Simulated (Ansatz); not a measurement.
`[CH3][Sn]([CH3])([CH3])[I]` → `CI` + `[CH3][Sn][CH3]` at 700 K and 1 bar (stannylene formation by 1,1-elimination).

Gas-phase electronic energies from Ansatz, PBE0-D4/def2-TZVP geometries. CCSD(T)/CBS is the MP2 limit (def2-TZVPP, def2-QZVPP) plus CCSD(T) − MP2 in def2-TZVPP, frozen cores. def2 core potentials past Kr. For I, Sn outer-core shells are correlated without core-valence functions, which leaves a few kJ/mol of doubt a bond.

```
                     species  CCSD(T)/CBS energy (Eh)  H − E (kJ/mol)  S (J/(mol·K))
`[CH3][Sn]([CH3])([CH3])[I]`               -631.11688           389.3          584.4
                        `CI`               -337.29646           129.8          300.5
            `[CH3][Sn][CH3]`               -293.72612           246.5          431.7
```

H − E and S are ideal-gas, rigid-rotor, harmonic terms from PBE0-D4/def2-TZVP. 1 Eh = 2625.50 kJ/mol, R = 8.31446 J/(mol·K).

Question: By hand: ΔE, ΔH, ΔS and ΔG.

Answer: ΔE = (-337.29646) + (-293.72612) − (-631.11688) = 0.09430 Eh = 247.6 kJ/mol. Δ(H − E) = 129.8 + 246.5 − 389.3 = -13.0, so ΔH = 234.6 kJ/mol. ΔS = 300.5 + 431.7 − 584.4 = 147.8 J/(mol·K). ΔG = 234.6 − 700 × (147.8)/1000 = 131.1 kJ/mol.

Question: By hand: the equilibrium constant, and the temperature at which ΔG would vanish if ΔH and ΔS stayed fixed.

Answer: log₁₀ K = −ΔG/(RT ln 10) = -9.8. ΔG = 0 at ΔH/ΔS = 1587 K.

The number of gas molecules changes by +1, which sets the sign of ΔS. A doubt of 5 kJ/mol in ΔE shifts log₁₀ K by 0.4 here. Modes under 60 cm⁻¹, often nearly free rotors, make the harmonic entropy too high. These are equilibria of isolated gas molecules and say nothing of rates. Largest T1 diagnostic: 0.013 (customary marks: 0.02 for closed shells, 0.045 for open ones).
